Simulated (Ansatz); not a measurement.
Reaction (isomerisation): `[CH3][GeH2][SiH2]Cl` → `C[SiH](Cl)[GeH3]`

Isolated molecules relaxed with PBE0-D4/def2-TZVP in Ansatz; ΔE leaves out vibrations. CBS: MP2 limit from def2 TZ/QZ plus the TZ coupled-cluster correction, frozen cores. Functionals use def2-TZVPP. B3LYP here is the variant with VWN-RPA as its local correlation; programs differ in this. For Ge outer-core shells are correlated without core-valence functions, which leaves a few kJ/mol of doubt a bond. Scalar relativity is left out up to krypton. One conformer a species, not always the lowest.

| level | ΔE (kJ/mol) |
| --- | --- |
| r2SCAN-D4 | -23.2 |
| ωB97X-V | -20.5 |
| ωB97M-V | -22.1 |
| B3LYP | -19.6 |
| SCS-MP2/def2-TZVPP | -15.8 |
| MP2/def2-QZVPP | -18.2 |
| HF/CBS(def2) | -18.4 |
| CCSD/CBS(def2) | -18.7 |

(1) What does CCSD(T)/CBS give? (Best estimate.)

Largest T1 diagnostic among the species: 0.011.

Results:

(1) Ansatz gave: -18.8 kJ/mol. The listed levels differ from it by -4.4, -1.7, -3.3, -0.8, 3.0, 0.6, 0.4, 0.1 kJ/mol.
